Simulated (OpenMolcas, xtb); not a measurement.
SiH2OF2 (SMILES O[SiH](F)F): the vertical electron affinity, rung by rung

SiH2OF2 has 6 atoms, charge 0, and is taken as a singlet. As SMILES, `O[SiH](F)F`. Geometry: relaxed at PBE0-D4/def2-TZVP. This is one conformer, not always the lowest.

```xyz
6

O     0.0277    1.1379   -0.5564
Si    0.1214   -0.2362    0.2852
F     0.7318   -1.4051   -0.5924
F    -1.3155   -0.7397    0.7221
H    -0.4774    1.1830   -1.3695
H     0.9541   -0.0038    1.4649
```

Quantity: the vertical electron affinity (to the doublet anion), in eV. The values are calculated.

The electron affinity is E(neutral) − E(anion): positive where the electron is bound.

```csv
level,kind,program,value (eV),CPU time (all runs)
GFN2-xTB,semi-empirical,xtb,0.21,under 2 s
GFN1-xTB,semi-empirical,xtb,-0.08,under 2 s
HF/6-311+G**,Hartree–Fock,OpenMolcas,-1.50,39 s
SVWN5/6-311+G**,LDA,OpenMolcas,-0.75,72 s
revPBE/6-311+G**,GGA,OpenMolcas,-0.87,95 s
TPSS/6-311+G**,meta-GGA,OpenMolcas,-0.97,2.1 min
B3LYP/6-311+G**,global hybrid,OpenMolcas,-0.88,93 s
BHLYP/6-311+G**,global hybrid,OpenMolcas,-1.11,87 s
```

Where it was recorded, the anion's HOMO is positive in HF/6-311+G**, SVWN5/6-311+G**, revPBE/6-311+G**, TPSS/6-311+G**, B3LYP/6-311+G**, BHLYP/6-311+G**: a fault of the level (basis or self-interaction), which says nothing on whether the real anion is bound. The values span -1.50 to 0.21 eV. The xTB values lack the empirical shift that such differences need. Negative values mean that the anion is unbound at that level; they are set by how diffuse the basis is and aren't properties of the molecule, whose anion may well be bound. CPU times are rough (shared hosts, several kinds of processor and program).
